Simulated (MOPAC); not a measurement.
Input for MOPAC: PM6 on ClH5Si (a complex), monomers drawn apart or pushed together.

```
PM6 1SCF PRECISE CHARGE=0 THREADS=1
ClH5Si

Cl     0.62551507 1     1.13809305 1    -0.22468063 1
H      1.11864222 1    -0.03363166 1    -0.05764518 1
Si    -0.30072707 1    -0.26003036 1     3.77693047 1
H     -0.43750867 1     1.20958668 1     3.85744242 1
H     -1.28185680 1    -0.80744296 1     2.81416856 1
H     -0.53845805 1    -0.85639737 1     5.11172746 1
H      1.06780479 1    -0.60961898 1     3.33037149 1
```

It printed:

```
*******************************************************************************
 **                                                                           **
 **                              MOPAC v23.2.5                                **
 **                                                                           **
 *******************************************************************************
 ** MOPAC's Digital Object Identifier: https://doi.org/10.5281/zenodo.6511958 **
 **                                                                           **
 ** Please cite the open-source release paper for use of this MOPAC version:  **
 ** J. E. Moussa and J. J. P. Stewart (2026)                                  **
 ** MOPAC: An open-source semiempirical molecular orbital program             **
 ** J. Open Source Softw., 11(119), 8025, https://doi.org/10.21105/joss.08025 **
 *******************************************************************************

                              PM6 CALCULATION RESULTS

 *******************************************************************************
 *  PM6        - The PM6 Hamiltonian to be used
 *
 *
 *
 *                 CHARGE ON SYSTEM = 0
 *
 *
 *
 *  PRECISE    - TIGHTER CRITERIA TO BE USED
 *  1SCF       - DO 1 SCF AND THEN STOP
 *  THREADS=1  - MULTI-THREADING NOT USED
 *  T=         - A TIME OF 172800.0 SECONDS REQUESTED
 *  DUMP=N     - RESTART FILE WRITTEN EVERY 7200.0 SECONDS REQUESTED
 *******************************************************************************
PM6 1SCF PRECISE CHARGE=0 THREADS=1
 ClH5Si

   ATOM   CHEMICAL          X               Y               Z
  NUMBER   SYMBOL      (ANGSTROMS)     (ANGSTROMS)     (ANGSTROMS)

     1      Cl          0.62551507  *   1.13809305  *  -0.22468063  *
     2       H          1.11864222  *  -0.03363166  *  -0.05764518  *
     3      Si         -0.30072707  *  -0.26003036  *   3.77693047  *
     4       H         -0.43750867  *   1.20958668  *   3.85744242  *
     5       H         -1.28185680  *  -0.80744296  *   2.81416856  *
     6       H         -0.53845805  *  -0.85639737  *   5.11172746  *
     7       H          1.06780479  *  -0.60961898  *   3.33037149  *



          CARTESIAN COORDINATES

    NO.       ATOM           X           Y           Z

     1        Cl          0.6255      1.1381     -0.2247
     2         H          1.1186     -0.0336     -0.0576
     3        Si         -0.3007     -0.2600      3.7769
     4         H         -0.4375      1.2096      3.8574
     5         H         -1.2819     -0.8074      2.8142
     6         H         -0.5385     -0.8564      5.1117
     7         H          1.0678     -0.6096      3.3304

 General Reference for PM6:
 "Optimization of Parameters for Semiempirical Methods V: Modification of NDDO Approximations
 and Application to 70 Elements", J. J. P. Stewart, J. Mol. Mod., 13, 1173-1213 (2007)
 URL: https://link.springer.com/article/10.1007/s00894-007-0233-4

           Empirical Formula: H5 Cl Si  =     7 atoms



      MOLECULAR POINT GROUP   :   C1


      RHF CALCULATION, NO. OF DOUBLY OCCUPIED LEVELS = 8


 -------------------------------------------------------------------------------
 PM6 1SCF PRECISE CHARGE=0 THREADS=1
 ClH5Si



     1SCF WAS SPECIFIED, SO BFGS WAS NOT USED
     SCF FIELD WAS ACHIEVED


                              PM6 CALCULATION
                                                       MOPAC v23.2.5 Linux




          FINAL HEAT OF FORMATION =        -24.93562 KCAL/MOL =    -104.33064 KJ/MOL


          COSMO AREA              =        125.25 SQUARE ANGSTROMS
          COSMO VOLUME            =        109.24 CUBIC ANGSTROMS

          IONIZATION POTENTIAL    =         11.521491 EV
          HOMO LUMO ENERGIES (EV) =        -11.521  0.799
          NO. OF FILLED LEVELS    =          8
          MOLECULAR WEIGHT        =         68.5780         POINT GROUP:  C1

          MOLECULAR DIMENSIONS (Angstroms)

            Atom       Atom       Distance
            H     6   Cl     1     5.81464
            H     4    H     2     2.68282
            H     7    H     5     2.37354


          SCF CALCULATIONS        =          1





   ATOM   CHEMICAL          X               Y               Z
  NUMBER   SYMBOL      (ANGSTROMS)     (ANGSTROMS)     (ANGSTROMS)

     1      Cl          0.62551507  *   1.13809305  *  -0.22468063  *
     2       H          1.11864222  *  -0.03363166  *  -0.05764518  *
     3      Si         -0.30072707  *  -0.26003036  *   3.77693047  *
     4       H         -0.43750867  *   1.20958668  *   3.85744242  *
     5       H         -1.28185680  *  -0.80744296  *   2.81416856  *
     6       H         -0.53845805  *  -0.85639737  *   5.11172746  *
     7       H          1.06780479  *  -0.60961898  *   3.33037149  *

                             CARTESIAN COORDINATES

   1   Cl        0.625515070     1.138093050    -0.224680630
   2    H        1.118642220    -0.033631660    -0.057645180
   3   Si       -0.300727070    -0.260030360     3.776930470
   4    H       -0.437508670     1.209586680     3.857442420
   5    H       -1.281856800    -0.807442960     2.814168560
   6    H       -0.538458050    -0.856397370     5.111727460
   7    H        1.067804790    -0.609618980     3.330371490


           Empirical Formula: H5 Cl Si  =     7 atoms



      MOLECULAR POINT GROUP   :   C1


                  EIGENVALUES
 -27.00624 -19.44943 -16.38642 -11.88703 -11.83488 -11.80968 -11.59960 -11.52149
   0.79931   0.80986   0.81523   1.50570   1.51521   2.17426   2.92973   4.46983
   4.50090   4.53194  88.74938  88.91717  88.91740  89.79616  89.79688


              NET ATOMIC CHARGES AND DIPOLE CONTRIBUTIONS

  ATOM NO.   TYPE          CHARGE      No. of ELECS.   s-Pop       p-Pop       d-Pop
    1         Cl          -0.218793        7.2188     1.98854     5.22847     0.00178
    2          H           0.219477        0.7805     0.78052
    3         Si           0.109867        3.8901     1.23318     2.14659     0.51037
    4          H          -0.023743        1.0237     1.02374
    5          H          -0.027511        1.0275     1.02751
    6          H          -0.026898        1.0269     1.02690
    7          H          -0.032398        1.0324     1.03240
 DIPOLE           X         Y         Z       TOTAL
 POINT-CHG.     0.486    -1.194     0.178     1.302
 HYBRID         0.045    -0.094     0.010     0.105
 SUM            0.531    -1.288     0.188     1.406


          ATOMIC ORBITAL ELECTRON POPULATIONS

     Atom    s        px        py        pz      x^2-y^2     xz        z^2       yz        xy
    1 Cl   1.98854   1.88595   1.35628   1.98624   0.00061   0.00002   0.00040   0.00011   0.00064
    2  H   0.78052
    3 Si   1.23318   0.71049   0.71944   0.71666   0.16237   0.10909   0.11635   0.07624   0.04631
    4  H   1.02374
    5  H   1.02751
    6  H   1.02690
    7  H   1.03240

 **********************
 *                    *
 * JOB ENDED NORMALLY *
 *                    *
 **********************




 == MOPAC DONE ==
```

The run finished.

Cost: about 0.03 core-seconds (a rough figure).
